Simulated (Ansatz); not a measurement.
Consider the substitution at a C–Ge bond: `C=C=[CH][GeH3]` + HCl → `C=C=CCl` + GeH₄.

Computed with Ansatz on PBE0-D4/def2-TZVP structures; ΔE is electronic, products minus reactants. CBS: MP2 limit from def2 TZ/QZ plus the TZ coupled-cluster correction, frozen cores. This one scheme is used for every species. For Ge outer-core shells are correlated without core-valence functions, which leaves a few kJ/mol of doubt a bond. Scalar relativity is left out up to krypton.

`C=C=[CH][GeH3]`:

```xyz
10

C     0.904   -1.527    1.337
C     0.560   -0.893    0.254
C     0.198   -0.233   -0.804
Ge   -0.857    1.392   -0.672
H     1.833   -1.299    1.848
H     0.275   -2.307    1.753
H     0.493   -0.594   -1.786
H    -1.157    1.666    0.807
H    -2.170    1.224   -1.457
H    -0.077    2.571   -1.281
```

HCl:

Cartesian coordinates in Å:
```
Cl -0.102 -0.617 0.131
H 0.102 0.617 -0.131
```

`C=C=CCl`:

```xyz
7

C    -0.849    0.767    0.732
C     0.012    0.061    0.064
C     0.885   -0.637   -0.594
Cl    0.446   -1.781   -1.815
H    -1.174    1.741    0.378
H    -1.272    0.405    1.664
H     1.952   -0.557   -0.429
```

GeH₄:

Cartesian coordinates in Å:
```
Ge 0.000 0.000 0.000
H 0.155 -0.273 -1.502
H -1.409 -0.407 0.451
H 0.212 1.495 0.272
H 1.041 -0.815 0.779
```

```csv
level,ΔE (kJ/mol)
CCSD(T)/def2-TZVPP,70.9
MP2/def2-QZVPP,74.8
```

Q: What does CCSD(T)/CBS give? (An estimate is asked.)

A: Ansatz gave: +70.3 kJ/mol. The listed levels differ from it by 0.6, 4.5 kJ/mol.

Largest T1 diagnostic among the species: 0.012.

The D4 term adds +3.4 kJ/mol with B3LYP and +2.0 kJ/mol with PBE0; it sums over pairs of atoms, weighted by their polarisabilities, and B3LYP, whose exchange is more repulsive, gets the larger term. From PBE to PBE0 (25 % exact exchange), in def2-TZVPP and without D4, ΔE moves by +5.8 kJ/mol.

B3LYP here is the variant with VWN-RPA as its local correlation; programs differ in this.
